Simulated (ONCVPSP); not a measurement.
## Building the ONCV potential for cerium (LDA (Perdew-Wang 92), fully relativistic).

cerium (Ce), optimised norm-conserving Vanderbilt (ONCV), made with ONCVPSP 4.0.1 (LDA (Perdew-Wang 92), fully relativistic). Core [Kr] 4d10, reference 4f1 5s2 5p6 5d1.5 6s1.5. Waves: 5s+6s: rc 1.95 bohr, ncon 3, nbas 7, qcut 8.2 1/bohr, 2 projectors; 5p: rc 2.70 bohr, ncon 5, nbas 9, qcut 5.9 1/bohr, 1 projector; 5d: rc 2.90 bohr, ncon 4, nbas 8, qcut 3.1 1/bohr, 2 projectors, debl 4 Ha; 4f: rc 1.60 bohr, ncon 3, nbas 7, qcut 11.9 1/bohr, local. Local part: the f channel. Core correction: polynomial model core, fcfact 0.15.

Open shells are filled in proportion to 2j + 1.

All-electron outer shells of the reference configuration (LDA (PZ), scalar-relativistic, ld1.x):

```csv
shell,level (eV),outermost node (bohr),outermost maximum (bohr)
4d,-109.59,0.31,0.66
5s,-39.90,0.75,1.37
5p,-22.53,0.81,1.55
4f,-4.78,–,0.71
6s,-3.62,1.82,3.72
5d,-2.69,0.92,2.20
```

Does the generator finish with these settings?

No. ONCVPSP 4.0.1 stopped with "ERROR pspot: first pseudo wave function has node, program will stop": the optimised pseudo-wave of the first projector has a node, so the radial equation cannot be inverted for a potential. It happened in the s channel.
